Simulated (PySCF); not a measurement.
Excitation energy of Ge by level of theory

Ge [Ar] 3d10 4s2 4p2 (3P) → Ge [Ar] 3d10 4s2 4p1 5s1 (3P), as a difference of total energies. Computed with PySCF 2.14 in aug-cc-pVQZ-PP with ECP10MDF (7s6p5d3f2g, 89 functions), with a scalar-relativistic core potential. Correlated levels: valence: 3s2 3p6 3d10 frozen. The calculations carry no spin-orbit coupling.

```tsv
method	excitation energy (eV)
UHF	4.471
MP2 (valence)	4.653
SCS-MP2 (valence)	4.627
CCSD (valence)	4.642
CCSD(T) (valence)	4.653
```

Task: How much does correlation contribute at CCSD(T) (valence)?

Result: 4.653 − (4.471) = 0.182 eV, measured against UHF.

Errors of the correlated levels include the incompleteness of this basis and the frozen core.

For comparison: 4.648 eV (measured; NIST levels, between the centres of gravity of the two terms).
